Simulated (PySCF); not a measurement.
## Rb³³⁺ (rubidium, charge +33): Hartree-Fock from Schrödinger to Dirac-Coulomb-Breit

Occupied: 1s1/2, 2s1/2. Hartree-Fock calculated with PySCF 2.14 in an uncontracted even-tempered set (19 s from 4.2 bohr⁻², ratio 2.3; 14 p from 5.1 bohr⁻², ratio 2.3), Gaussian nucleus throughout. NR is non-relativistic, sf-X2C the spin-free one-electron X2C Hamiltonian, X2C adds the bare one-electron spin-orbit term, X2C-SNSO screens it by Boettger's factors, DC is four-component Dirac-Coulomb, and the Gaunt and Breit terms are added at first order (total energies over the DC spinors, levels after relaxing the spinors in that mean field). QED terms are absent. Levels marked empty are virtual spinors of this ion.

```tsv
Hamiltonian	E (hartree)	E − E(DC) (hartree)	CPU seconds
NR	-1653.9123	32.2606	0.46
sf-X2C	-1685.7769	0.3961	0.26
X2C	-1685.7769	0.3961	0.26
X2C-SNSO	-1685.7769	0.3961	0.26
DC	-1686.1729	0.0000	5.9
DC+Gaunt	-1685.3512	0.8218	9.8
DC+Breit	-1685.3671	0.8059	81
```

```json
{"level (eV)": "1s1/2", "NR": "-17616.7", "sf-X2C": "-17929.7", "X2C": "-17929.7", "X2C-SNSO": "-17929.7", "DC": "-17939.2", "DC+Gaunt": "-17919.5", "DC+Breit": "-17919.7"}
{"level (eV)": "2s1/2", "NR": "-4117.2", "sf-X2C": "-4209.7", "X2C": "-4209.7", "X2C-SNSO": "-4209.7", "DC": "-4210.6", "DC+Gaunt": "-4208.5", "DC+Breit": "-4208.7"}
{"level (eV)": "2p1/2 (empty)", "NR": "-3912.0", "sf-X2C": "-3946.1", "X2C": "-3997.1", "X2C-SNSO": "-3994.2", "DC": "-3995.0", "DC+Gaunt": "-3991.0", "DC+Breit": "-3991.6"}
{"level (eV)": "2p3/2 (empty)", "NR": "-3912.0", "sf-X2C": "-3946.1", "X2C": "-3922.1", "X2C-SNSO": "-3923.3", "DC": "-3923.5", "DC+Gaunt": "-3921.2", "DC+Breit": "-3921.8"}
{"level (eV)": "3s1/2 (empty)", "NR": "-1725.2", "sf-X2C": "-1755.5", "X2C": "-1755.5", "X2C-SNSO": "-1755.5", "DC": "-1755.8", "DC+Gaunt": "-1755.2", "DC+Breit": "-1755.3"}
```

```
interval (eV)    X2C  X2C-SNSO     DC  DC+Gaunt  DC+Breit
2p3/2 − 2p1/2  75.05     70.90  71.48     69.84     69.84
```

Weight of the small component: 1s1/2 0.0182, 2s1/2 0.00421, 2p1/2 0.00412, 2p3/2 0.00404, 3s1/2 0.00174.

Koopmans' value for the highest occupied level at DC+Breit: 4208.7 eV, against an ionisation energy of 4214 ± 4 eV (semi-empirical (NIST evaluation); NIST Atomic Spectra Database, ionization energies); the former lacks relaxation, correlation, QED and recoil.

The whole ladder took 100 s of wall time on 1 thread of AMD EPYC 7R43 64-Core Processor (shared host), launched as `OMP_NUM_THREADS=1 python relrun2.py TASK.json OUT` (a driver that calls PySCF for each Hamiltonian).

Dirac-Coulomb iterations, started from the X2C spinors:

```
with_ssss True, with_gaunt False, with_breit False
light speed = 137.03599967994
init E= -1682.61428592797
cycle= 1 E= -1686.1729255756  delta_E= -3.56  |g|= 0.406  |ddm|= 0.0325
cycle= 2 E= -1686.17294277371  delta_E= -1.72e-05  |g|= 0.0011  |ddm|= 0.00037
cycle= 3 E= -1686.17294277424  delta_E= -5.28e-10  |g|= 4.3e-06  |ddm|= 8.2e-06
```
